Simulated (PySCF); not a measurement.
Species: C2H8NPSi (charge +1 and doublet state).
Cartesian coordinates in Å at the GFN2-xTB level; atoms count from 1:
```
atom  x, y, z in Å
C1     2.0261    0.5997    0.2622
N2     1.3930   -0.1175   -0.7448
C3     0.3375   -0.6911   -0.9498
Si4   -1.1374   -0.9715    0.3709
P5    -1.8804    1.1547    0.3875
H6     2.9491    0.0789    0.5264
H7     1.4047    0.7362    1.1553
H8     2.3047    1.5784   -0.1370
H9     0.1543   -1.1617   -1.9063
H10   -1.8626   -2.1196   -0.1715
H11   -0.4803   -1.2882    1.6382
H12   -3.2260    0.8393    0.5387
H13   -1.9872    1.3630   -0.9877
```

The hyperfine couplings belong to this conformer and change with its torsions.

The species is `[SiH2]([PH2+])/C=N\C` [radical] (charge +1).

Method used: UKS B3LYP, pcH-1 on C H N P Si, non-relativistic, mean-field spin-orbit, GIAO in PySCF 2.14.0. Geometry: GFN2-xTB, one conformer, isolated ion. The geometry wasn't refined by DFT: couplings that depend on bond lengths, twists or pyramidal angles can differ widely from those at the functional's own minimum, by a factor of two or more for some ions and for spin on atoms past the first row. No stability test was run, so a lower SCF solution isn't excluded.

Question: Match the computed a_iso(13C) values -57.1, +11.7 MHz with the sites C1; C3.

Answer: 
```
site  a_iso (MHz)  ρ(0) (bohr⁻³)        position  distance from N2 (Å)  spin population  largest |T| (MHz)
  C1        +11.7        +0.0104  1 bond from N2                  1.39            -0.01               12.9
  C3        -57.1        -0.0507  1 bond from N2                  1.22            +0.01               32.3
```

Question: The isotropic 1H couplings, averaged over equivalent nuclei, are +225.4, +69.9, +9.2, +2.3 MHz. Assign them to H6/H7/H8; H9; H10/H11; H12/H13.

Answer: 
```json
{"site": "H6/H7/H8", "a_iso (MHz)": "+69.9", "ρ(0) (bohr⁻³)": "+0.0156", "position": "2 bonds from N2", "distance from N2 (Å)": "2.04", "bound to": "C1", "spin population there": "-0.01", "largest |T| (MHz)": "10.3"}
{"site": "H9", "a_iso (MHz)": "+225.4", "ρ(0) (bohr⁻³)": "+0.0504", "position": "2 bonds from N2", "distance from N2 (Å)": "1.99", "bound to": "C3", "spin population there": "+0.01", "largest |T| (MHz)": "16.7"}
{"site": "H10/H11", "a_iso (MHz)": "+2.3", "ρ(0) (bohr⁻³)": "+0.0005", "position": "3 bonds from N2, on Si4 of spin population +0.15", "distance from N2 (Å)": "3.56", "bound to": "Si4", "spin population there": "+0.15", "largest |T| (MHz)": "3.8"}
{"site": "H12/H13", "a_iso (MHz)": "+9.2", "ρ(0) (bohr⁻³)": "+0.0021", "position": "4 bonds from N2", "distance from N2 (Å)": "4.29", "bound to": "P5", "spin population there": "+0.03", "largest |T| (MHz)": "2.2"}
```

ρ(0) is the spin density at the nucleus and T the dipolar tensor; a_iso includes a spin–orbit part; entries for several nuclei are means. The Mulliken spin populations are largest on N2 (+0.65), Si4 (+0.15), H9 (+0.08) and H7 (+0.07).

The spin density at the nucleus, in bohr⁻³, is negative for C3 (-0.0507) and P5 (-0.0026), for instance. A restricted open-shell determinant has no negative spin density anywhere; here it arises because α and β orbitals differ (spin polarisation).

Class means assume fast exchange of nuclei equivalent by connectivity; if that motion is slow, each nucleus keeps its own coupling. The three 1H nuclei of mean +69.9 MHz run from 12.4 to 158.1 MHz in the frozen geometry. The 1H value of +9.2 MHz is a mean of couplings from 6.1 to 12.4 MHz in this one geometry, not an average over conformers.

P5, the radical centre as drawn in `C/N=C\[SiH2][PH2+]`, holds a spin population of +0.03 out of 1.

Time: 39 s (with the writing of density and orbital grids); peak memory 0.77 GiB. Hardware: one thread of an Arm Neoverse V2, shared host.
